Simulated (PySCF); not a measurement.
**NiN: from constants to spectrum**

BLYP constants of NiN, ⁴Δ (quartet), unpaired electrons π ↑↑, δ ↑ (Ni x2c-TZVPPall, N x2c-TZVPPall; spin-free X2C with a Gaussian nucleus (PySCF 2.14); masses 57.9353 and 14.0031 u):

| Quantity | Value |
| --- | --- |
| ωe | 694.4 cm⁻¹ |
| ωexe | 5.13 cm⁻¹ |
| Be | 0.50143 cm⁻¹ |
| αe | 0.00502 cm⁻¹ |

Problem. What force constant and bond length do these constants imply?

Solution. Reduced mass μred = 11.277 u; k = 5.8918×10⁻⁷·μred·ωe² (u, cm⁻¹, mdyn/Å) = 3.20 mdyn/Å; Re = √(16.8576/(μred·Be)) (u, cm⁻¹, Å) = 1.727 Å.

Problem. Estimate the centrifugal constant D from the Kratzer relation and find the Dunham coefficient a1.

Solution. D = 4Be³/ωe² = 1.05e-06 cm⁻¹; a1 = −1 − αeωe/(6Be²) = -3.31.

De is left out where the level can put another filling of the metal’s s and d shells below the measured ground configuration, by anything from nothing to about 1 eV. Counting both spins, an empty level lies below a filled one in this solution, because spin and occupation are held. With d or f electrons several states lie close, and the lowest PBE0 determinant need not be the measured ground state.
